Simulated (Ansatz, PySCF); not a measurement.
Gas-phase reaction in SMILES: [SiH3]N[Si](Cl)(Cl)Cl + N (NH3) + 3 [SiH4] (SiH4) → 2 N[SiH3] + 3 [SiH3]Cl [chlorosilane]
Structures are relaxed separately at B3LYP-D3(BJ)/def2-TZVP in Ansatz (a program for electronic structure), one conformer each, not searched for the lowest. Frequencies are from Ansatz or PySCF.

Quantity: bond separation energy (enthalpy at 298 K, with B3LYP-D3(BJ) rigid-rotor harmonic-oscillator terms), in eV. Correlated levels leave the core frozen unless marked. No spin-orbit coupling. No relativistic terms. CBS marks a two-point X^-3 extrapolation of the correlation energy; Hartree-Fock from the larger set.

Level to compare with: CCSD(T)/CBS(cc-pV(T+d)Z,cc-pV(Q+d)Z) (Ansatz), 0.56 eV. It is a level with limits of its own, and the differences hold the functionals' basis error too.

Q: Rank these functionals by how close they come to CCSD(T)/CBS(cc-pV(T+d)Z,cc-pV(Q+d)Z), closest first: r2SCAN0/def2-TZVPD (Ansatz); B3LYP/def2-TZVPD (Ansatz); B97M-V/def2-TZVPD (Ansatz).

A: r2SCAN0/def2-TZVPD (hybrid meta-GGA, 0.53 eV, difference -0.03), B97M-V/def2-TZVPD (meta-GGA with VV10, 0.65 eV, difference 0.09), B3LYP/def2-TZVPD (global hybrid, 0.36 eV, difference -0.20)
